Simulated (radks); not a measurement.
Values are calculated unless marked as measured or tabulated.
Q: Radial electron density D(r) = 4 pi r^2 rho(r) of an atom or ion with 12 electrons. Level of theory: scalar-relativistic Kohn-Sham, PBE, spin-polarised, spherical densities, point nucleus (a radial shooting solver on a logarithmic mesh with Libxc functionals).

r (bohr)  D(r) (e/bohr)
0.01461           2.102
0.01647           2.553
0.01872           3.122
0.02111           3.745
0.02399           4.511
0.02727           5.382
0.03074           6.292
0.03494           7.346
0.0394            8.391
0.04478           9.530
0.05049           10.57
0.05738           11.60
0.06522           12.45
0.07353           13.03
0.08357           13.33
0.09423           13.27
0.1071            12.83
0.1207            12.08
0.1372            11.03
0.156             9.844
0.1759            8.790
0.1999            7.913
0.2254            7.468
0.2561            7.485
0.2888            7.950
0.3282            8.798
0.3731            9.784
0.4206            10.58
0.478             11.06
0.539             10.98
0.6126            10.29
0.6907            9.130
0.785             7.528
0.8922            5.786
1.006             4.241
1.143             2.863
1.289             1.908
1.465             1.252
1.652            0.9206
1.878            0.7752
2.134            0.7455
2.406            0.7442
2.735            0.7169
3.083            0.6463
3.504            0.5278
3.951            0.3967
4.49             0.2628
5.104            0.1552
5.754           0.08495
6.54            0.03927
7.374           0.01661
8.381          0.005621
9.449          0.001713
10.74         0.0003947

What is the nuclear charge?

A: Z = 12. The innermost maximum, from 1s, lies near gamma/Z bohr with gamma = sqrt(1 - (Z/c)^2) = 0.996, here 0.083 bohr (found: 0.0870), and its height grows with Z. The density is that of neutral magnesium in [He] 2s2 3s2 2p(up 3, down 3); the configuration itself is not fixed sharply by these data, and Z only to about a unit. D(r) has 3 maxima, at r = 0.0870, 0.498, 2.29 bohr, and minima at 0.238, 2.19 bohr, inside which lie 2.20, 10.44 electrons.
